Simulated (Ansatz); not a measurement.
# Correcting a cheap level on molecular compounds of Ti

The vertical ionisation energy (cation less neutral) in eV of 7 molecular compounds of Ti: x at PBE0-D4/def2-TZVPP, y at CCSD(T)/def2-TZVPP. Shapes, held fixed at every level: PBE0-D4/def2-TZVP. Flexible molecules stand in one conformer, not always the lowest. Programs: Ansatz 0.2.0.

| molecule | x (eV) | y (eV) |
| --- | --- | --- |
| CH9N3OTi (SMILES C[O][Ti]([NH2])([NH2])[NH2]) | 8.55 | 8.80 |
| C2H8ClNO2Ti (SMILES C[NH][Ti]([OH])([Cl])[O]C) | 8.70 | 8.84 |
| Ti(OH)3(SeH) | 8.93 | 8.88 |
| Ti(OH)3I | 9.46 | ? |
| CH3ClF2STi (SMILES C[S][Ti]([F])([F])[Cl]) | 9.80 | 9.83 |
| C3H10O4Ti (SMILES CC(C)[O][Ti]([OH])([OH])[OH]) | 9.86 | 10.19 |
| C2H5F3OTi (SMILES CC[O][Ti]([F])([F])[F]) | 11.30 | 11.65 |

Task: Fit y = c + s·x to the known rows and predict y for Ti(OH)3I.

Result: 
1. Means of the 6 rows: x = 9.5233, y = 9.698.
2. Σ(Δx)² = 5.3237, Σ(Δx·Δy) = 5.736, so the slope is 5.736/5.3237 = 1.0774.
3. Intercept: 9.698 − (1.0774) × 9.5233 = -0.562. The largest residual of the fit is 0.18.
4. Ti(OH)3I: -0.562 + 1.0774 × 9.46 = 9.63 eV.

CCSD(T)/def2-TZVPP gives 9.38 eV, so the prediction is off by +0.25 eV, more than the largest residual. Uncorrected, PBE0-D4/def2-TZVPP misses Ti(OH)3I by +0.08 eV, and the other rows by 0.19 on average. The line makes this one worse. Left out in turn, the other rows are missed by 0.17 eV on average, hardly better than no correction. Cations run unrestricted. For atoms past krypton def2 sets carry core potentials with scalar relativity. Relativity is left out for Se. Outer-core shells of I, Se, Ti are correlated, in sets that cover them unevenly.
